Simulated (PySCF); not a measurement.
Bi(H)(SiH3)2 (BiH₇Si₂), SMILES [SiH3][BiH][SiH3].

The structure is a stationary point at PBE0-D3(BJ)/def2-SVP. The structure was generated by enumeration; whether it is a known compound was not checked. The def2 effective core potentials stand for the cores of Bi; spin–orbit coupling is left out.

Calculation: TDA-PBE/def2-SVPD (PySCF).

Vertical excitations. Gas-phase values at a fixed geometry. State labels are in the subgroup Cs.

Question: Give excitation energies, oscillator strengths and character. (The exact figures need the calculation; the answer reports its results.)

Answer: 
| state | symmetry | energy (eV) | λ (nm) | f | main pairs |
|---|---|---|---|---|---|
| S1 | A" | 5.24 | 237 | 0.002 | HOMO→LUMO 61 %, HOMO−1→LUMO+1 38 % |
| S2 | A' | 5.24 | 237 | 0.065 | HOMO→LUMO+1 45 %, HOMO→LUMO+2 43 %, HOMO−1→LUMO 11 % |
| S3 | A' | 5.30 | 234 | 0.008 | HOMO→LUMO+2 54 %, HOMO→LUMO+1 27 %, HOMO−1→LUMO 16 % |
| S4 | A" | 5.53 | 224 | 0.003 | HOMO−1→LUMO+2 98 % |
| S5 | A' | 5.83 | 213 | 0.036 | HOMO→LUMO+3 64 %, HOMO−1→LUMO 23 % |
| S6 | A" | 5.97 | 208 | 0.304 | HOMO−1→LUMO+1 35 %, HOMO→LUMO 21 %, HOMO−1→LUMO+3 21 %, HOMO−2→LUMO 14 % |
| S7 | A' | 6.21 | 200 | 0.087 | HOMO−2→LUMO+1 36 %, HOMO→LUMO+3 27 %, HOMO−1→LUMO 17 % |
| S8 | A" | 6.28 | 197 | 0.017 | HOMO−2→LUMO 75 %, HOMO−1→LUMO+3 18 % |
| S9 | A" | 6.36 | 195 | 0.012 | HOMO→LUMO+4 79 %, HOMO−1→LUMO+3 18 % |
| S10 | A' | 6.40 | 194 | 0.201 | HOMO−2→LUMO+1 50 %, HOMO−1→LUMO 16 % |
| T1 | A" | 4.58 | 270 | 0 | HOMO→LUMO 88 % |
| T2 | A' | 4.59 | 270 | 0 | HOMO→LUMO+1 76 %, HOMO−1→LUMO 21 % |
| T3 | A' | 4.88 | 254 | 0 | HOMO→LUMO+2 92 % |
| T4 | A' | 5.00 | 248 | 0 | HOMO−1→LUMO 73 %, HOMO→LUMO+1 23 % |
Triplets are in the Tamm–Dancoff approximation.
